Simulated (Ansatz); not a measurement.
Na₃Sb. Total charge 0; singlet. Geometry r2SCAN-D4/def2-TZVP; atoms count from 1.

```
atom   x (Å)   y (Å)   z (Å)
 Na1   0.651  -1.160   1.938
 Na2  -2.230   0.735  -0.104
 Na3   1.002  -0.656  -2.022
 Sb4   0.577   1.081   0.189
```

In the def2 sets Sb takes a core potential; there is no spin–orbit coupling. The structure comes from a short search, and lower isomers may exist.

(1) Estimate the Mulliken populations from the PBE0/def2-TZVP orbitals of Ansatz.

(2) And the Mayer bond orders between bonded heavy atoms (over 0.3)?

## Answers

(1) 
| atom | charge (e) |
| --- | --- |
| Na1 | 0.27 |
| Na2 | 0.27 |
| Na3 | 0.27 |
| Sb4 | -0.82 |
Mulliken values and Mayer orders depend strongly on the basis.

(2) Na1–Sb4 0.95 (2.84 Å); Na2–Sb4 0.95 (2.84 Å); Na3–Sb4 0.95 (2.84 Å).
